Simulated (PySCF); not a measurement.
# [DyH2]+ at several levels of theory

Computed with PySCF 2.14.0 (density fitting, no spin-orbit coupling) at the geometry relaxed with PBE0:

```xyz
3
[DyH2]+ (singlet in the valence; each metal's 4f electrons, 9 of them, lie in its core potential, out of spins and levels)
Dy    0.0000    0.0000   -0.1922
H     1.5097    0.0000    0.9734
H    -1.5097    0.0000    0.9734
```

```csv
level,basis,state,HOMO (eV),gap (eV),charge on Dy1 (e),population of f-type functions on Dy1 (polarisation alone where 4f lies in the core),dipole about the centre of mass (D),largest force component (eV/Å)
PBE0,"Dy lcecp-1-SVP with ECP55, H def2-SVP",singlet,-12.80,4.95,1.20,0.01,4.36,0.00
PBE0,"Dy lcecp-1-TZVP with ECP55, H def2-TZVP",singlet,-12.79,4.97,1.27,0.01,4.44,0.06
```

In the lcecp rows the 4f levels are missing from HOMO and gap, and the state counts the valence alone.

Charges are Mulliken's, which hang on the basis. The relaxation used the grid (50, 194), these runs (75, 302) or, all-electron (x2c bases, spin-free X2C Hamiltonian), (99, 590).

Question: A further run in the first row's basis gives HOMO (eV) -14.15, gap (eV) 7.06, charge on Dy1 (e) 1.20, population of f-type functions on Dy1 (polarisation alone where 4f lies in the core) 0.01, dipole about the centre of mass (D) 4.60, largest force component (eV/Å) 0.07. Which level was it?
A. TPSSh
B. CAM-B3LYP

Answer: B. The others give HOMO -12.23 eV (TPSSh).

In the first row's basis the gap widens with exact exchange: 4.1 to 5.0 eV for TPSSh, PBE0 (a fixed share); 7.1 eV for CAM-B3LYP (rising or full at long range).

An lcecp potential fixes the number of 4f electrons, so in runs with it no electron can move into or out of that shell.
